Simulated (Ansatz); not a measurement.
System: NH3, charge 1, multiplicity 2. 
Coordinates optimised at B3LYP-D3(BJ)/def2-TZVP (Ansatz, a program for electronic structure):
```
N
H 1 1.0255
H 1 1.0255 2 120.00
H 1 1.0255 2 120.00 3 -180.00
```
Charge +1, spin multiplicity 2.

Basis-set convergence of Hartree-Fock and CCSD correlation energies (hartree) with Ansatz. Valence correlation only, unless marked. UHF or UKS for open shells. No spin-orbit coupling. Non-relativistic.

| basis | functions | E(HF) | E(corr, CCSD) |
|---|---|---|---|
| def2-SVPD | 44 | -55.83972 | -0.16839 |
| def2-TZVPPD | 88 | -55.90518 | -0.19720 |
| def2-QZVPPD | 162 | -55.90763 | -0.20782 |

Extrapolating the two largest sets (X = 3 and 4) as X^-3: E(corr) = (64·(-0.20782) - 27·(-0.19720))/37 = -0.2156 Eh, an estimate of the basis-set limit. The largest set recovers 96.4 % of it, the smallest 78.1 %.
